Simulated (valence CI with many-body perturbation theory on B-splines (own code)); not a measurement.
The numbers below are computed, except where a source is named.
**I19+: what each term of the Hamiltonian does**

Method: configuration interaction combined with many-body perturbation theory (CI+MBPT): six valence electrons over a frozen Dirac-Fock core [Ar] 3d10, a basis of 9 s, 9 p, 8 d, 6 f, 3 g, 1 h functions for each j, with the one-electron correlation potential Σ1, the two-electron term Σ2, the three-electron term Σ3, Breit, model QED; selected CI, second order for the rest, scaled by the run's own slope (own B-spline code, finite nucleus).

No measured spectrum was set against this ion. As an estimate, levels hold to about 250 cm⁻¹ or 0.2 % of their energy and the worst to 1 %, as in measured heavy ions of charge 2 to 7; those with d or f electrons hold less well. Among the levels kept, up to 1000 cm⁻¹ of a level comes from second order outside the variational space, and about a tenth of that is noise between levels of different J, which matters for small intervals.

Each rung adds one term. CI alone is the Dirac-Coulomb CI over the frozen core; QED comes last and gives the full result, which names the levels. Energies are above (4s^2 4p1/2^2 4p3/2^2) J=2 on the same rung, in eV.

Levels are named by their leading jj configuration (3d3/2^4 stands for four electrons in 3d with j = 3/2), which in mixed levels can hold well under half, so a name can repeat and another be missing. Letters in brackets count levels of one name in rising energy.

```
                             Level  CI alone    + Σ1    + Σ2    + Σ3  + Breit    Full
        (4s^2 4p1/2^2 4p3/2^2) J=0      4.73    4.73    4.66    4.64     4.64    4.64
          (4s^2 4p1/2 4p3/2^3) J=1     13.21   13.31   13.39   13.40    13.22   13.25
          (4s^2 4p1/2 4p3/2^3) J=2     16.08   16.19   16.22   16.21    16.02   16.04
                (4s^2 4p3/2^4) J=0     31.73   31.94   32.00   31.98    31.62   31.67
          (4s 4p1/2^2 4p3/2^3) J=2     62.47   62.57   62.68   62.73    62.68   62.47
          (4s 4p1/2^2 4p3/2^3) J=1     67.55   67.66   67.68   67.72    67.65   67.45
            (4s 4p1/2 4p3/2^4) J=0     75.93   76.12   76.33   76.39    76.17   76.00
    (4s^2 4p1/2^2 4p3/2 4d3/2) J=2     79.88   79.88   79.90   79.95    79.80   79.77
    (4s^2 4p1/2^2 4p3/2 4d3/2) J=3     80.70   80.71   80.73   80.78    80.60   80.57
    (4s^2 4p1/2^2 4p3/2 4d3/2) J=0     80.92   80.94   80.93   80.98    80.83   80.79
    (4s^2 4p1/2^2 4p3/2 4d3/2) J=1     81.39   81.48   81.47   81.51    81.32   81.23
            (4s 4p1/2 4p3/2^4) J=1     82.72   82.84   82.74   82.79    82.57   82.47
    (4s^2 4p1/2^2 4p3/2 4d5/2) J=4     82.99   83.03   83.03   83.09    82.84   82.82
    (4s^2 4p1/2^2 4p3/2 4d5/2) J=2     85.16   85.22   85.16   85.22    84.97   84.94
    (4s^2 4p1/2^2 4p3/2 4d5/2) J=3     89.11   89.17   89.07   89.10    88.85   88.83
(4s^2 4p1/2 4p3/2^2 4d3/2) J=1 [a]     90.99   91.07   91.08   91.12    90.82   90.81
(4s^2 4p1/2 4p3/2^2 4d3/2) J=2 [a]     91.55   91.64   91.71   91.77    91.45   91.44
    (4s^2 4p1/2 4p3/2^2 4d3/2) J=0     91.86   91.96   92.01   92.08    91.76   91.75
(4s^2 4p1/2 4p3/2^2 4d3/2) J=3 [a]     92.93   93.03   93.09   93.14    92.79   92.78
(4s^2 4p1/2 4p3/2^2 4d3/2) J=1 [b]     94.27   94.33   94.12   94.12    93.88   93.85
(4s^2 4p1/2 4p3/2^2 4d5/2) J=3 [a]     94.12   94.24   94.30   94.36    93.97   93.97
(4s^2 4p1/2 4p3/2^2 4d5/2) J=4 [a]     94.90   95.02   95.07   95.12    94.73   94.73
    (4s^2 4p1/2 4p3/2^2 4d3/2) J=4     96.07   96.18   96.20   96.25    95.87   95.87
(4s^2 4p1/2 4p3/2^2 4d5/2) J=4 [b]     97.84   97.97   98.00   98.04    97.63   97.63
    (4s^2 4p1/2 4p3/2^2 4d5/2) J=5     98.71   98.84   98.85   98.89    98.46   98.46
(4s^2 4p1/2 4p3/2^2 4d3/2) J=2 [b]     98.96   99.07   99.01   99.03    98.70   98.69
(4s^2 4p1/2 4p3/2^2 4d5/2) J=1 [a]    101.13  101.26  100.96  100.98   100.62  100.60
    (4s^2 4p1/2 4p3/2^2 4d5/2) J=0    102.04  102.18  102.06  102.08   101.69  101.69
(4s^2 4p1/2 4p3/2^2 4d5/2) J=2 [a]    103.21  103.34  103.27  103.28   102.88  102.88
(4s^2 4p1/2 4p3/2^2 4d5/2) J=2 [b]    104.64  104.77  104.30  104.31   103.95  103.93
(4s^2 4p1/2 4p3/2^2 4d5/2) J=3 [b]    104.98  105.12  105.03  105.03   104.61  104.61
```

(1) How does the ionisation energy move along the ladder, and which term matters most?

Results:

(1) CI alone 569.63, + Σ1 570.81, + Σ2 570.94, + Σ3 570.65, + Breit 570.38, + QED 570.37 eV. The largest step is Σ1, 1.18 eV. NIST lists 569 ± 4 eV (theoretical).
